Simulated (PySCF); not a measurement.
BClHIO. Atoms are numbered in the order given.

```xyz
5

B      0.4563     1.0129     0.0000
Cl    -0.7877     2.2730     0.0000
I     -0.0927    -1.0655     0.0000
O      1.7602     1.3131     0.0000
H      1.9430     2.2643     0.0000
```

The structure is a stationary point at B3LYP-D3(BJ)/def2-SVP. The def2 effective core potentials stand for the cores of I; spin–orbit coupling is left out. Other conformers were not sampled.

Level of theory: ωB97X/def2-TZVPD (PySCF).

Mulliken values depend strongly on the basis, most of all with diffuse functions as here. ESP charges are fitted to the potential on shells at 1.4 to 2.0 van der Waals radii. Atomic charges (e):

```
atom  ESP fit  Mulliken
----  -------  --------
B1       0.19      0.34
Cl2     -0.11     -0.24
I3      -0.04     -0.02
O4      -0.45     -0.39
H5       0.42      0.31
```
